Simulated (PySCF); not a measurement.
## Working out the electron affinity of Rb

Rb⁻ [Kr] 5s2 (1S) → Rb [Kr] 5s1 (2S). Calculation: PySCF 2.14, in x2c-TZVPPall with one added diffuse shell each of s, p, d, f type (9s7p7d3f1g, 95 functions); scalar relativity by spin-free X2C-1e. Frozen: [Ar] 3d10. Energies in hartree (1 hartree = 27.21139 eV):

```csv
part,Rb⁻ (lower),Rb (upper)
UHF,-2979.114046,-2979.117214
MP2 opposite-spin,-0.141831,-0.127459
MP2 same-spin,-0.047922,-0.046825
```

**Question.** What does Hartree-Fock give?

**Answer.** (-2979.117214) − (-2979.114046) = -0.003168 hartree = -0.086 eV.

**Question.** What do MP2 and SCS-MP2 (6/5 opposite-spin, 1/3 same-spin) give?

**Answer.** The opposite-spin parts differ by 0.391 eV and the same-spin parts by 0.030 eV. MP2: -0.086 + (0.391) + (0.030) = 0.335 eV. SCS-MP2: -0.086 + 1.2 × (0.391) + (0.030)/3 = 0.393 eV.

A first-order spin-orbit estimate adds 0.000 eV to MP2 (valence and next inner shell), giving 0.335 eV against 0.486 eV (measured; photodetachment measurements, as compiled on the Wikipedia data page of electron affinities).

What remains against the reference includes basis incompleteness, the frozen core and correlation beyond second order.
